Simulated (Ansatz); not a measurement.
C3H4BF can be A, `BC1=CC1F`, or B, `FC1=CCB1`.

Isolated molecules relaxed with PBE0-D4/def2-TZVP in Ansatz; ΔE leaves out vibrations. CCSD(T)/CBS adds triple-zeta CCSD(T) − MP2 to the extrapolated MP2 energy (def2 sets, frozen cores). Functionals use def2-TZVPP. B3LYP here is the variant with VWN-RPA as its local correlation; programs differ in this.

A:

```xyz
9

B    -1.646    0.011    0.235
C    -0.218    0.242   -0.157
C     0.888    0.783   -0.602
C     1.097   -0.497   -0.004
F     1.667   -0.573    1.247
H    -2.462   -0.261   -0.595
H    -1.946    0.036    1.390
H     1.338    1.687   -0.979
H     1.282   -1.426   -0.534
```

B:

Z-matrix (Å, degrees):
```
C
C 1 1.357
B 1 1.876 2 52.4
C 1 1.506 2 100.8 3 -27.6
H 1 1.089 2 129.7 3 139.9
F 2 1.316 1 129.2 3 -155.3
H 3 1.191 1 143.5 2 104.0
H 4 1.087 1 114.0 2 -87.4
H 4 1.090 1 116.3 2 141.1
```

Q: Which isomer does CCSD(T)/CBS put lower? Give the gap. (Estimate.)

A: The calculation gave: B, by 107.9 kJ/mol.

Q: Give E(B) − E(A) in kJ/mol with B2PLYP, MP2/def2-TZVPP, BLYP-D4, PBE-D4, B3LYP-D4, CCSD(T)/def2-TZVPP, r2SCAN-D4. (Best estimate.)

A: Ansatz gave: B2PLYP -100.3, MP2/def2-TZVPP -109.1, BLYP-D4 -88.1, PBE-D4 -105.1, B3LYP-D4 -95.2, CCSD(T)/def2-TZVPP -109.5, r2SCAN-D4 -102.2. None reverses the order clearly.

Q: Does the order hold for the free energy at 298.15 K (harmonic terms from PBE0-D4)? (An estimate is asked.)

A: Ansatz gave: Yes: G(B) − G(A) = -93.7 kJ/mol.

Largest T1 diagnostic: 0.013.

In def2-TZVPP, CCSD(T) changes the Hartree–Fock value by −16.2 kJ/mol (the triples alone add −2.1 kJ/mol) and MP2 by −15.8 kJ/mol. From BLYP to BHLYP (50 % exact exchange), in def2-TZVPP and without D4, E(B) − E(A) moves by −13.1 kJ/mol.
